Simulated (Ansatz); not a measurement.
The lowest singlet and triplet of CH3N (SMILES C[N]); geometries from B3LYP-D3(BJ)/def2-TZVP, each state relaxed from the structure named, with no frequency check, low spin by broken symmetry.
Singlet at the triplet's geometry (charge 0, multiplicity 1):
| atom | x (Å) | y (Å) | z (Å) |
|---|---|---|---|
| C | -0.5371 | 0.0611 | 0.0407 |
| N | 0.8573 | -0.0975 | -0.0650 |
| H | -0.8723 | -0.0928 | 1.0776 |
| H | -0.8418 | 1.0724 | -0.2688 |
| H | -1.0642 | -0.6635 | -0.5983 |

| level | gap E(singlet) − E(triplet), vertical, at the triplet's geometry (kJ/mol) | cost |
|---|---|---|
| R-HF/cc-pVTZ | 266.0 | - |
| R-HF/cc-pVQZ | 264.7 | - |
| U-SVWN5/def2-TZVPP (spin-contaminated) | 61.1 | ×1 |
| R-B3LYP/def2-TZVPP | 185.3 | ×0.5 |
| R-PBE0/def2-TZVPP | 204.2 | ×0.7 |
| R-BHLYP/def2-TZVPP | 202.2 | ×0.7 |
| R-SCS-MP2/cc-pVDZ | 204.1 | - |
| R-CCSD/cc-pVDZ | 198.1 | - |
| R-CCSD/cc-pVTZ | 186.7 | - |
| SA-CASSCF(2,2)/cc-pVDZ | 168.5 | - |
| SC-NEVPT2 on SA-CASSCF(2,2)/cc-pVTZ | 148.9 | - |
| SC-NEVPT2 on SA-CASSCF(2,2)/cc-pVQZ | 143.9 | - |
| FIC-NEVPT4(SD) on SA-CASSCF(2,2)/cc-pVDZ | 161.6 | - |
| FIC-MRCISD+Q on SA-CASSCF(2,2)/cc-pVTZ | 144.5 | - |

The rows run from 61.1 (U-SVWN5/def2-TZVPP (spin-contaminated)) to 266.0 kJ/mol (R-HF/cc-pVTZ). The 3 R-functionals in def2-TZVPP without D3 or D4 span 18.9, from R-B3LYP to R-PBE0.

A positive gap puts the triplet lower; no zero-point energy. R- takes a restricted singlet, here one determinant of a half-filled degenerate or near-degenerate pair, which mixes singlet states. U- takes an unrestricted singlet (broken symmetry where lower, unprojected). The triplet is unrestricted in single-reference levels. Active spaces average the two states.

Cores are frozen in the correlated methods.

Doubts at one or more of the structures used: a restricted determinant that unrestricted orbitals would lower (R-HF/cc-pVTZ, R-HF/cc-pVQZ, R-B3LYP/def2-TZVPP, R-PBE0/def2-TZVPP, R-BHLYP/def2-TZVPP, R-SCS-MP2/cc-pVDZ, R-CCSD/cc-pVDZ, R-CCSD/cc-pVTZ).

Run with Ansatz (a first-principles code) with Gaussian orbitals. Each number belongs to the level named beside it.

Costs are rough ratios of core time to R-PBE/def2-TZVPP (about 9 s over the structures, on one shared machine); a dash marks a level with no comparable run of its own.
